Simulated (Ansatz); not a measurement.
Reaction (formal exchange of groups at a C–B bond): `C=CBI` + `[SiH3]S` → `C=C[SiH2]S` + `BI`

Computed with Ansatz on PBE0-D4/def2-TZVP structures; ΔE is electronic, products minus reactants. CCSD(T)/CBS adds triple-zeta CCSD(T) − MP2 to the extrapolated MP2 energy (def2 sets, frozen cores). DFT in def2-TZVPP. Elements past krypton have def2 core potentials. For I outer-core shells are correlated without core-valence functions, which leaves a few kJ/mol of doubt a bond. Each species was taken in one conformer, which may not be the lowest.

`C=CBI`:

Cartesian coordinates in Å:
```
C -1.270 -0.180 -0.395
C -0.145 -0.417 0.291
B 1.077 0.470 0.065
I 2.882 0.135 1.127
H -1.327 0.635 -1.110
H -2.168 -0.780 -0.272
H -0.128 -1.242 0.999
H 1.079 1.378 -0.705
```

`[SiH3]S`:

```xyz
6

Si   -0.277    0.320    0.316
S     0.338   -1.534   -0.552
H     0.845    0.995    1.017
H    -1.333   -0.048    1.289
H    -0.828    1.246   -0.706
H     1.254   -0.978   -1.364
```

`C=C[SiH2]S`:

```xyz
10

C    -0.588    1.053    1.274
C    -0.833    0.271    0.225
Si    0.477   -0.141   -1.021
S     0.829   -2.249   -1.146
H     0.392    1.493    1.440
H    -1.350    1.291    2.011
H    -1.829   -0.151    0.107
H     1.709    0.600   -0.644
H     0.068    0.216   -2.403
H     1.126   -2.383    0.157
```

`BI`:

Cartesian coordinates in Å:
```
B 0.238 0.047 0.053
I -1.774 -0.350 -0.394
H 0.654 1.133 -0.189
H 0.882 -0.829 0.530
```

Is it downhill or uphill in electronic energy at CCSD(T)/CBS, and by how much? (Best estimate.)

Computed: Uphill: ΔE = +25.9 kJ/mol.

What do these levels give: LDA (SPW92), revPBE-D4, BLYP-D4, r2SCAN0-D4, ωB97X-V, PBE0, r2SCANh, LC-ωPBE, RPA@PBE/def2-TZVPP, MP2/def2-SVP, CCSD/def2-SVP, MP2/def2-TZVPP? (An estimate is asked.)

Computed: LDA (SPW92) 34.8, revPBE-D4 28.8, BLYP-D4 29.3, r2SCAN0-D4 29.2, ωB97X-V 26.1, PBE0 30.6, r2SCANh 30.3, LC-ωPBE 25.8, RPA@PBE/def2-TZVPP 26.1, MP2/def2-SVP 35.4, CCSD/def2-SVP 33.1, MP2/def2-TZVPP 27.7 kJ/mol.

Largest T1 diagnostic among the species: 0.012.

At CCSD(T), def2-SVP lies +8.1 kJ/mol from the extrapolated value and def2-TZVPP +0.6 kJ/mol. Leaving LDA and LC-ωPBE aside and taking each functional with its dispersion term where it has one, the values, not all of them listed here, spread over 7.1 kJ/mol, from ωB97X-V to B97M-V.
